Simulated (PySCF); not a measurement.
SMILES CC[O][AlH][O]CC (C₄H₁₁AlO₂), GFN2-xTB optimised geometry.

```
18

Al    -0.32    -0.90     0.00
H     -0.91    -2.27    -0.01
O     -1.38     0.36     0.00
C     -2.40     1.31     0.07
C     -3.48     0.88     1.05
H     -1.98     2.27     0.38
H     -2.84     1.43    -0.93
H     -3.05     0.75     2.05
H     -4.27     1.62     1.10
H     -3.91    -0.08     0.74
O      1.33    -0.90     0.00
C      2.72    -0.81    -0.02
C      3.19     0.61    -0.33
H      3.11    -1.12     0.95
H      3.11    -1.49    -0.79
H      2.81     1.29     0.43
H      4.27     0.66    -0.34
H      2.80     0.93    -1.29
```

Density from CAM-B3LYP/def2-SVP (PySCF) at that geometry.

Minimum of the electron density along straight lines between bonded atoms, close to the bond critical point (lines longer than 1.1 times the sum of covalent radii, or with two minima, are not listed):

```json
[
 {"bond": "Al1–H2", "length / Å": "1.497", "ρ at the minimum / e bohr⁻³": "(withheld)", "∇²ρ there / e bohr⁻⁵": "(withheld)", "position (fraction from the first atom)": "0.51"},
 {"bond": "Al1–O3", "length / Å": "1.647", "ρ at the minimum / e bohr⁻³": "0.103", "∇²ρ there / e bohr⁻⁵": "1.04", "position (fraction from the first atom)": "0.44"},
 {"bond": "O3–C4", "length / Å": "1.397", "ρ at the minimum / e bohr⁻³": "0.253", "∇²ρ there / e bohr⁻⁵": "-0.27", "position (fraction from the first atom)": "0.66"},
 {"bond": "C4–C5", "length / Å": "1.523", "ρ at the minimum / e bohr⁻³": "0.252", "∇²ρ there / e bohr⁻⁵": "-0.61", "position (fraction from the first atom)": "0.51"},
 {"bond": "C4–H6", "length / Å": "1.097", "ρ at the minimum / e bohr⁻³": "0.282", "∇²ρ there / e bohr⁻⁵": "-1.07", "position (fraction from the first atom)": "0.63"},
 {"bond": "C4–H7", "length / Å": "1.097", "ρ at the minimum / e bohr⁻³": "0.281", "∇²ρ there / e bohr⁻⁵": "-1.07", "position (fraction from the first atom)": "0.63"},
 {"bond": "C5–H8", "length / Å": "1.088", "ρ at the minimum / e bohr⁻³": "0.277", "∇²ρ there / e bohr⁻⁵": "-1.02", "position (fraction from the first atom)": "0.63"},
 {"bond": "C5–H9", "length / Å": "1.087", "ρ at the minimum / e bohr⁻³": "0.276", "∇²ρ there / e bohr⁻⁵": "-1.02", "position (fraction from the first atom)": "0.63"},
 {"bond": "C5–H10", "length / Å": "1.087", "ρ at the minimum / e bohr⁻³": "0.277", "∇²ρ there / e bohr⁻⁵": "-1.03", "position (fraction from the first atom)": "0.63"},
 {"bond": "Al1–O11", "length / Å": "1.646", "ρ at the minimum / e bohr⁻³": "0.103", "∇²ρ there / e bohr⁻⁵": "1.04", "position (fraction from the first atom)": "0.44"},
 {"bond": "O11–C12", "length / Å": "1.396", "ρ at the minimum / e bohr⁻³": "0.254", "∇²ρ there / e bohr⁻⁵": "-0.27", "position (fraction from the first atom)": "0.66"},
 {"bond": "C12–C13", "length / Å": "1.524", "ρ at the minimum / e bohr⁻³": "0.252", "∇²ρ there / e bohr⁻⁵": "-0.61", "position (fraction from the first atom)": "0.51"},
 {"bond": "C12–H14", "length / Å": "1.097", "ρ at the minimum / e bohr⁻³": "0.281", "∇²ρ there / e bohr⁻⁵": "-1.07", "position (fraction from the first atom)": "0.63"},
 {"bond": "C12–H15", "length / Å": "1.097", "ρ at the minimum / e bohr⁻³": "0.281", "∇²ρ there / e bohr⁻⁵": "-1.07", "position (fraction from the first atom)": "0.63"},
 {"bond": "C13–H16", "length / Å": "1.088", "ρ at the minimum / e bohr⁻³": "0.277", "∇²ρ there / e bohr⁻⁵": "-1.03", "position (fraction from the first atom)": "0.63"},
 {"bond": "C13–H17", "length / Å": "1.087", "ρ at the minimum / e bohr⁻³": "0.276", "∇²ρ there / e bohr⁻⁵": "-1.02", "position (fraction from the first atom)": "0.63"},
 {"bond": "C13–H18", "length / Å": "1.088", "ρ at the minimum / e bohr⁻³": "0.277", "∇²ρ there / e bohr⁻⁵": "-1.02", "position (fraction from the first atom)": "0.63"}
]
```

Q: Complete the blanks.

A: 
- Al1–H2, ρ at the minimum / e bohr⁻³: 0.091
- Al1–H2, ∇²ρ there / e bohr⁻⁵: 0.35
